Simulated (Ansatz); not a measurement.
Ge(H)(OH)2(NH2) (GeH5NO2), SMILES [NH2][GeH]([OH])[OH].

Geometry optimised at TPSSh-D3(BJ)/def2-SVP. The structure was generated by enumeration, and PubChem lists no compound with its InChIKey, so it may never have been made. The values are those of a single conformer.

Two levels are set side by side: PBE/def2-SVPD (Ansatz, a quantum-chemistry and plane-wave program) and PBE0/def2-SVPD (Ansatz). Energy differences of separate SCF runs at the same geometry; the states with an electron removed or added have multiplicity 2 and 2. Differences are taken from unrounded values.

```json
[
 {"quantity": "vertical ionisation energy (eV)", "PBE": "9.72"},
 {"quantity": "vertical singlet–triplet gap (eV)", "PBE": "5.84"}
]
```

**Question.** These are the PBE values. What does PBE0 give? (An estimate is asked for; the answer gives what the named calculation found.)

**Answer.** 
```json
[
 {"quantity": "vertical ionisation energy (eV)", "PBE0": "10.16", "PBE minus PBE0": "-0.44"},
 {"quantity": "vertical singlet–triplet gap (eV)", "PBE0": "6.32", "PBE minus PBE0": "-0.48"}
]
```
